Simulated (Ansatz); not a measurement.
Consider the formal exchange of groups at a Cu–I bond: `[Cu][I]` + `[Cu][Br]` → `[Cu][Cu]` + `BrI`.

Program: Ansatz. Geometries: PBE0-D4/def2-TZVP. ΔE: electronic, gas phase. CBS: MP2 limit from def2 TZ/QZ plus the TZ coupled-cluster correction, frozen cores. DFT in def2-TZVPP. B3LYP here is the variant with VWN-RPA as its local correlation; programs differ in this. Elements past krypton have def2 core potentials. For Br, Cu, I outer-core shells are correlated without core-valence functions, which leaves a few kJ/mol of doubt a bond. Scalar relativity is left out up to krypton.

`[Cu][I]`:

Cartesian coordinates in Å:
```
Cu -0.667 -0.214 -0.959
I 0.667 0.214 0.959
```

`[Cu][Br]`:

```xyz
2

Cu    0.963   -0.202   -0.500
Br   -0.963    0.202    0.500
```

`[Cu][Cu]`:

Z-matrix (Å, degrees):
```
Cu
Cu 1 2.284
```

`BrI`:

Cartesian coordinates in Å:
```
Br -0.419 1.109 0.337
I 0.419 -1.109 -0.337
```

| level | ΔE (kcal/mol) | difference from CCSD(T)/CBS |
| --- | --- | --- |
| r2SCAN-D4 | 54.1 | -3.5 |
| ωB97M-V | 58.7 | 1.1 |
| PBE-QIDH | 64.1 | 6.5 |
| BLYP | 41.6 | -16.0 |
| B3LYP | 48.8 | -8.8 |
| BHLYP | 59.5 | 1.9 |
| HF/def2-SVP | 79.3 | 21.7 |
| MP2/def2-QZVPP | 64.0 | 6.4 |
| MP2/CBS(def2) | 63.3 | 5.7 |
| CCSD/CBS(def2) | 61.4 | 3.8 |
| CCSD(T)/CBS | 57.6 | 0 |

Largest T1 diagnostic among the species: 0.027, so the coupled-cluster value is less sure than usual.

Leaving LDA and LC-ωPBE aside and taking each functional with its dispersion term where it has one, the values, not all of them listed here, spread over 22.6 kcal/mol, from BLYP-D4 to PBE-QIDH. LDA lies +1.4 kcal/mol from PBE without D4. At CCSD(T), def2-SVP lies +6.6 kcal/mol from the extrapolated value and def2-TZVPP +1.4 kcal/mol.
